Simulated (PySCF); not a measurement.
[Pb(OH)3]− at several levels of theory

Computed with PySCF 2.14.0 (density fitting, no spin-orbit coupling) at the geometry relaxed with TPSS:

```xyz
7
[Pb(OH)3]− (singlet)
Pb    0.4788   -1.4212    0.0162
O    -0.7003   -0.0040    1.2473
H     0.0654    0.5925    1.3997
O    -0.0100   -0.1390   -1.7262
H    -0.5380    0.4904   -1.1875
O     2.2175   -0.0867    0.3471
H     1.9985    0.4799   -0.4255
```

| level | basis | state | HOMO (eV) | gap (eV) | charge on Pb1 (e) | dipole about the centre of mass (D) | largest force component (eV/Å) |
| --- | --- | --- | --- | --- | --- | --- | --- |
| TPSS | Pb def2-SVP with ECP60, O def2-SVP, H def2-SVP | singlet | -0.11 | 4.54 | 0.36 | 3.28 | 0.02 |
| TPSS | Pb def2-TZVP with ECP60, O def2-TZVP, H def2-TZVP | singlet | -0.69 | 4.44 | 0.58 | 3.96 | 0.31 |
| TPSS | Pb x2c-SVPall, O x2c-SVPall, H x2c-SVPall | singlet | -0.11 | 4.60 | 0.40 | 3.32 | 0.51 |

Charges are Mulliken's, which hang on the basis. The relaxation used the grid (50, 194), these runs (75, 302) or, all-electron (x2c bases, spin-free X2C Hamiltonian), (99, 590).

Order these levels, in the first row's basis, by the HOMO–LUMO gap they give here, smallest first.
A. revPBE
B. HF
C. M06-L
D. PBE

D (4.33 eV), A (4.37 eV), C (4.89 eV), B (11.91 eV).

And their other results?


```tsv
level	state	HOMO (eV)	gap (eV)	charge on Pb1 (e)	dipole about the centre of mass (D)	largest force component (eV/Å)
PBE	singlet	-0.02	4.33	0.32	3.19	0.17
HF	singlet	-4.51	11.91	0.85	4.34	1.95
revPBE	singlet	0.05	4.37	0.34	3.25	0.44
M06-L	singlet	-0.26	4.89	0.56	3.58	0.54
```

In the first row's basis the gap widens with exact exchange: 4.3 to 4.9 eV for PBE, revPBE, TPSS, M06-L (none); 11.9 eV for Hartree–Fock (rising or full at long range).

No frequency check is given that shows the relaxed geometry to be a minimum.

The highest filled level of some runs lies above zero, as often for anions with such functionals and bases.
